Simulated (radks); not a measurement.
These are the eigenvalues of the occupied orbitals of an atom or ion with whole-number occupations (eV). All-electron calculation, Dirac Kohn-Sham, PBE, spin-unpolarised, spherical densities, point nucleus. Program: a radial shooting solver on a logarithmic mesh with Libxc functionals.

1s1/2: -92371.25
2s1/2: -22733.43
2p1/2: -22442.93
2p3/2: -20290.75

Which element is it, and in what charge state? The configuration may be excited. Open shells, if any, are shared by 2j + 1.

Answer. Z = 80, mercury, charge +75: Hg75+ in [He] 2s2 2p1. The list shows which subshells hold electrons but not how many an open one holds; the 1s level, -3394.6 hartree, gives Z - s = 82.4 by -(Z - s)^2/2, which with screening and relativity narrows Z to a few neighbours, and the depths of the outer levels then fix element, charge and occupations together.
